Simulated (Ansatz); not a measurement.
# Energy profile

The step: SiH₂OF₂ ([OH][SiH]([F])[F]) + HF → SiHF₃ ([F][SiH]([F])[F]) + H₂O; bonds formed: Si1–F7, O2–H6; bonds broken: Si1–O2, H6–F7 (atoms numbered as in the saddle structure below).

| atom | x (Å) | y (Å) | z (Å) |
| --- | --- | --- | --- |
| Si1 | -0.5436 | 0.3303 | -0.0477 |
| O2 | 0.6415 | -0.9766 | -0.1776 |
| F3 | -1.2517 | -0.0594 | -1.4418 |
| F4 | 0.0187 | 1.7574 | -0.4469 |
| H5 | -1.6633 | 0.2041 | 0.8818 |
| H6 | 1.0808 | -0.4933 | 0.7585 |
| F7 | 0.6139 | 0.3687 | 1.4806 |
| H8 | 1.1037 | -1.1313 | -1.0067 |

Electronic energies by CCSD(T) at an estimated basis limit (MP2 extrapolated from triple and quadruple zeta, plus CCSD(T) − MP2 in triple zeta), on PBE0-D4/def2-TZVP structures; SiH3OF3, singlet; no counterpoise correction. Computed with Ansatz 0.2.0 (basis: def2-TZVPP and def2-QZVPP); correlated methods freeze the cores. Extrapolation: Hartree–Fock as exp(−7.88 √X), correlation as X^−2.97.

Problem. Give the profile in eV, counted from the separated reactants. (An estimate is asked for; the value comes from the calculation.)

Solution. By the calculation:
```json
{"point": "separated: SiH2OF2 (linked as [OH][SiH]([F])[F]; Si1, O2, F3, F4, H5, H8; singlet) + HF (H6, F7; singlet)", "eV": "0.000"}
{"point": "start structure", "eV": "-0.259"}
{"point": "saddle", "eV": "0.739"}
{"point": "end structure", "eV": "-0.488"}
{"point": "separated: SiHF3 (linked as [F][SiH]([F])[F]; Si1, F3, F4, H5, F7; singlet) + H2O (O2, H6, H8; singlet)", "eV": "-0.378"}
```

T1 diagnostic: at most 0.012.

Steps of this kind, hydrogen fluoride cutting a network bond, underlie vapour etching and the fluorination step of atomic layer etching.

For scale, one of the runs: CCSD(T)/def2-TZVPP, 208 basis functions, launched by `ansatz run in.yaml --threads 4 --pin off --events-out ev --progress --plain --max-ram 9574MiB`. Time: 97 s of wall clock on 4 CPU threads of an Arm Neoverse V1; the host was shared. Peak host memory: 3.1 GiB.
